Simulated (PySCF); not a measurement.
Atoms are numbered as in `[N:1]#[C:2][CH2:3][SiH2:4][NH2:5]`. Each H is labelled by its parent atom.

A single conformation, no solvent model, non-relativistic, one averaged value for each set of equivalent atoms. Shielding tensors at CAM-B3LYP/pcSseg-2 (GIAO); geometry from PBE0-D3(BJ)/def2-SVP; PySCF.

Referencing at the same level of theory: $^{13}$C (182.55 ppm), $^{1}$H (31.34 ppm), $^{29}$Si (328.96 ppm) vs TMS; $^{15}$N (261.83 ppm) vs NH3.

| atoms | nucleus | count | δ (ppm) |
| --- | --- | --- | --- |
| N1 | $^{15}$N | 1 | 298.8 |
| C2 | $^{13}$C | 1 | ? |
| Si4 | $^{29}$Si | 1 | -37.0 |
| H(C3) | $^{1}$H | 2 | 1.53 |
| H(N5) | $^{1}$H | 2 | 0.74 |
| N5 | $^{15}$N | 1 | 8.1 |
| C3 | $^{13}$C | 1 | ? |
| H(Si4) | $^{1}$H | 2 | 4.77 |

Problem. Estimate the values marked ?.

Solution. 
- C2: 127.5 ppm, nitrile carbon; typical of a nitrile
- C3: 2.8 ppm, sp3 CH2 bonded to Si, α to a nitrile; an electropositive neighbour leaves it electron-rich and shielded

OH and NH positions are those of a molecule without intermolecular hydrogen bonds; in solution they move with solvent, concentration and temperature, and exchange usually removes their couplings. Shifts are as computed, not scaled to solution data. Of 1211 compounds with measured shifts, 218 miss one by over three times the rms of a fit or turn the order of signals round; such compounds aren't used in these exercises. Experimental scales use liquid or dissolved standards, which lie at an offset from isolated NH3 (liquid NH3: subtract about 20 ppm). Unscaled 15N shifts of sp2 nitrogen come out 20 to 40 ppm too high even then.
